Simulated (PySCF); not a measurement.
Arsenic: a sound run and one with changed settings

Sound run: As [Ar] 3d10 4s2 4p3, As⁺ [Ar] 3d10 4s2 4p2. Computed with PySCF 2.14 in cc-pVDZ-DK (5s4p2d, 27 functions), with the spin-free X2C one-electron Hamiltonian (Gaussian nucleus). In the sound run the correlated levels freeze [Ar] 3d10. The sound run starts from symmetry-adapted Hartree-Fock orbitals and uses a fine grid where one is needed.

Changed run: no relativity, point nucleus. This setting is unsound on purpose.

```
species   method  sound run (hartree)  changed run (hartree)  converged
     As      UHF          -2258.91690            -2219.99286        yes
     As   M06-2X          -2260.70707            -2221.78693        yes
     As    M06-L          -2260.52251            -2221.60000        yes
     As      MP2          -2258.97105            -2220.04754        yes
     As  CCSD(T)          -2258.98623            -2220.06322        yes
    As⁺      UHF          -2258.57056            -2219.64504        yes
    As⁺   M06-2X          -2260.34711            -2221.42514        yes
    As⁺    M06-L          -2260.16631            -2221.24139        yes
    As⁺      MP2          -2258.61262            -2219.68772        yes
    As⁺  CCSD(T)          -2258.62952            -2219.70544        yes
```

Ionisation energy of As:

```csv
method,sound run (eV),changed run (eV)
UHF,9.425,9.465
M06-2X,9.795,9.845
M06-L,9.692,9.758
MP2,9.753,9.791
SCS-MP2,9.636,9.675
CCSD,9.704,9.734
CCSD(T),9.707,9.736
```

Most of the change in total energy is the relativistic energy itself. On top of that the contraction fixes the core shape for the Hamiltonian it was made with, so the changed run is not a good calculation with the other Hamiltonian either.

For comparison, NIST gives 9.789 eV between the lowest levels.
